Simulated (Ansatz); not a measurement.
Ansatz (a first-principles code) input (B3LYP-D3(BJ)/def2-TZVP):

Ansatz 0.2 input:
```yaml
crystal:
  periodic: [false, false, false]
  atoms:
    - {symbol: Y, position_ang: [0.81365442, -0.01054035, -0.00182039]}
    - {symbol: I, position_ang: [-0.27710271, 2.00525149, -1.63780038]}
    - {symbol: I, position_ang: [-0.32162412, -1.99749539, 1.63913991]}
basis:
  gaussian:
    orbitals: def2-TZVP
hamiltonian:
  xc: b3lyp
  dispersion: d3bj
magnetization: {spin_polarized: true, initial_magnetization: 1}
phonons: {temperatures: {t_min: 298.15, t_max: 298.15, t_step: 100}}
```

Output:

```
Functional definition: B3LYP
integrals: 0.07 GiB planned
1189 factors; their error is unknown
mean field: 0.84 GiB planned
mean field evaluation 1: about -17252.4961 eV, gradient 1.1e1 eV
mean field evaluation 2: about -17251.4959 eV, gradient 1.8e1 eV
mean field evaluation 4: about -17253.4259 eV, gradient 1.5e0 eV
mean field evaluation 8: about -17253.4402 eV, gradient 4.2e-2 eV
mean field evaluation 16: about -17253.8919 eV, gradient 5.2e-4 eV
mean field evaluation 32: about -17253.8260 eV, gradient 1.1e0 eV
mean field -17253.89192924 eV, -634.0688332916 hartree, gradient 1.0e-5 eV, S^2 0.750840; 4 other end points of the search recorded, 0 dependent functions left out
the calculation of the forces begins
reference -17253.89215013 eV, -634.0688414091 hartree; 31, 30 occupied and 109, 110 virtual orbitals, 1189 factors
these checks for a lower state are left out or cut short: stability, starts, cluster_reference, orbital_swaps, neighbouring_geometries, increment
integrals: 0.07 GiB planned
1189 factors; their error is unknown
mean field: 0.84 GiB planned
mean field -17253.89191890 eV, -634.0688329114 hartree, gradient 1.2e-6 eV, S^2 0.750840; 0 other end points of the search recorded, 0 dependent functions left out
the calculation of the forces begins
reference -17253.89213980 eV, -634.0688410293 hartree; 31, 30 occupied and 109, 110 virtual orbitals, 1189 factors
these checks for a lower state are left out or cut short: stability, starts, cluster_reference, orbital_swaps, neighbouring_geometries, increment
integrals: 0.07 GiB planned
1189 factors; their error is unknown
mean field: 0.84 GiB planned
mean field -17253.89190683 eV, -634.0688324679 hartree, gradient 1.2e-6 eV, S^2 0.750840; 0 other end points of the search recorded, 0 dependent functions left out
the calculation of the forces begins
reference -17253.89212771 eV, -634.0688405851 hartree; 31, 30 occupied and 109, 110 virtual orbitals, 1189 factors
these checks for a lower state are left out or cut short: stability, starts, cluster_reference, orbital_swaps, neighbouring_geometries, increment
integrals: 0.07 GiB planned
1189 factors; their error is unknown
mean field: 0.84 GiB planned
mean field -17253.89199039 eV, -634.0688355389 hartree, gradient 1.1e-6 eV, S^2 0.750840; 0 other end points of the search recorded, 0 dependent functions left out
the calculation of the forces begins
reference -17253.89221131 eV, -634.0688436575 hartree; 31, 30 occupied and 109, 110 virtual orbitals, 1189 factors
these checks for a lower state are left out or cut short: stability, starts, cluster_reference, orbital_swaps, neighbouring_geometries, increment
integrals: 0.07 GiB planned
1189 factors; their error is unknown
mean field: 0.84 GiB planned
mean field evaluation 64: about -17253.8918 eV, gradient 3.8e-4 eV
mean field -17253.89182554 eV, -634.0688294806 hartree, gradient 2.7e-6 eV, S^2 0.750840; 0 other end points of the search recorded, 0 dependent functions left out
the calculation of the forces begins
reference -17253.89204640 eV, -634.0688375970 hartree; 31, 30 occupied and 109, 110 virtual orbitals, 1189 factors
these checks for a lower state are left out or cut short: stability, starts, cluster_reference, orbital_swaps, neighbouring_geometries, increment
integrals: 0.07 GiB planned
1189 factors; their error is unknown
mean field: 0.84 GiB planned
mean field -17253.89192401 eV, -634.0688330995 hartree, gradient 9.8e-7 eV, S^2 0.750840; 0 other end points of the search recorded, 0 dependent functions left out
the calculation of the forces begins
reference -17253.89214490 eV, -634.0688412168 hartree; 31, 30 occupied and 109, 110 virtual orbitals, 1189 factors
these checks for a lower state are left out or cut short: stability, starts, cluster_reference, orbital_swaps, neighbouring_geometries, increment
integrals: 0.07 GiB planned
1189 factors; their error is unknown
mean field: 0.84 GiB planned
mean field -17253.89193036 eV, -634.0688333328 hartree, gradient 9.8e-7 eV, S^2 0.750840; 0 other end points of the search recorded, 0 dependent functions left out
the calculation of the forces begins
reference -17253.89215126 eV, -634.0688414505 hartree; 31, 30 occupied and 109, 110 virtual orbitals, 1189 factors
Total energy: -17254.16033185 eV, -634.0786969057 hartree
Atom 0 at     0.813654    -0.010540    -0.001820 Å, force    -0.000116     0.000001     0.000000 eV/Å
Atom 1 at    -0.277103     2.005251    -1.637800 Å, force     0.000057    -0.000060     0.000048 eV/Å
Atom 2 at    -0.321624    -1.997495     1.639140 Å, force     0.000058     0.000058    -0.000048 eV/Å
Dipole moment:     0.566609    -0.007340    -0.001268 e Å
Vibrations: 26.50 167.16 233.16 cm⁻¹, zero-point energy 0.026459 eV
```

The spin state was set by rule; other spins were not relaxed.
